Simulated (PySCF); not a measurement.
H₂OSZn (SMILES [OH][Zn][SH]), singlet, at a GFN2-xTB geometry (such geometries of metal compounds can be far from the true shape). Base run: PBE0/6-31G, TDDFT (PySCF).

PySCF was given this input:
```python
from pyscf import gto, scf, dft, tdscf

mol = gto.M(
    atom='''
Zn    0.272332   -0.331488    0.202186
O     1.348259   -1.282831   -0.747250
H     1.939243   -1.972279   -0.454418
S    -1.207238    1.296560   -0.052590
H    -1.579473    1.434602    1.208279
''',
    basis='6-31g',
    charge=0,
    spin=0,
    verbose=4,
)

mf = dft.RKS(mol)
mf.xc = 'pbe0'
mf.kernel()
td = mf.TDDFT()
td.nstates = 5
td.kernel()
td.analyze()
```

The base run was repeated with changes; each row names its change, and settings that it needs were set with it.

| change | first excitation (eV) | oscillator strength of the first | second (eV) | core-seconds (rough) |
|---|---|---|---|---|
| base | 3.78 | 0.007 | 4.79 | 30 |
| functional = camb3lyp | 3.91 | 0.007 | 4.98 | 80 |
| conv_tol = 1e-3 | 3.78 | 0.007 | 4.79 | 20 |
| nstates = 2 | 3.78 | 0.007 | 4.79 | 30 |
| functional = pbe | 3.27 | 0.004 | 4.16 | 20 |
| functional = wb97x | 4.21 | 0.007 | 5.19 | 60 |
| basis = def2-SVP | 3.90 | 0.005 | 4.94 | 60 |
| functional = lc_wpbe | 4.51 | 0.007 | 5.50 | 70 |
| nstates = 10 | 3.78 | 0.007 | 4.79 | 50 |
| functional = hf | 4.92 | 0.024 | 6.50 | 8 |
| functional = bhandhlyp | 4.08 | 0.010 | 5.31 | 30 |

An iterative solver can miss low states, so a row lists the states that it found.
